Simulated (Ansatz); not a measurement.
Frontier orbitals of FH$_{2}$ISSi (`F[SiH](S)I`).

Total charge 0; spin multiplicity 1. Correlated methods include outer-core shells of I, which these sets cover unevenly. I takes the def2 core potential. All single points use the PBE0-D4/def2-TZVP geometry. It is one conformer, not always the lowest. Basis def2-TZVPP, Ansatz.

```json
{"functional": "PBE", "HOMO (eV)": "-6.64", "LUMO (eV)": "-1.84", "gap (eV)": "4.80"}
{"functional": "BLYP", "HOMO (eV)": "-6.45", "LUMO (eV)": "-1.73", "gap (eV)": "4.72"}
{"functional": "PBE0", "HOMO (eV)": "-7.82", "LUMO (eV)": "-0.98", "gap (eV)": "6.84"}
{"functional": "BHLYP", "HOMO (eV)": "-8.81", "LUMO (eV)": "-0.03", "gap (eV)": "8.78"}
{"functional": "ωB97X-V", "HOMO (eV)": "-10.08", "LUMO (eV)": "1.12", "gap (eV)": "11.20"}
{"functional": "ωB97M-V", "HOMO (eV)": "-9.93", "LUMO (eV)": "0.93", "gap (eV)": "10.86"}
{"functional": "HF", "HOMO (eV)": "-10.40", "LUMO (eV)": "2.40", "gap (eV)": "12.80"}
```

A quarter of exact exchange (PBE0) shifts PBE's HOMO by −1.18 eV and its LUMO by +0.86 eV; full exchange at long range (ωB97M-V) shifts them by −3.29 and +2.77 eV. The gap opens from 4.80 to 10.86 eV, since occupied levels lose self-interaction and empty ones feel all the electrons. A positive LUMO is unbound and depends on the basis.
